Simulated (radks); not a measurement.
Results of a calculation; reference values are marked as such.
Ionisation of Zn, [Ar] 3d10 4s2, to Zn+, [Ar] 3d10 4s1, under several functionals. Scalar-relativistic Kohn-Sham, spin-polarised, spherical densities, finite nucleus; open shells are filled with parallel spins first; a radial shooting solver on a logarithmic mesh with Libxc functionals. Known Delta-SCF values: BLYP 9.712 eV; exchange-only PBE 8.901 eV; OLYP 9.224 eV. What does SOGGA give, and what is its highest occupied eigenvalue?

Answer. 9.419 eV by Delta-SCF; the 4s eigenvalue is -5.880 eV. NIST: 9.394 eV (measured).
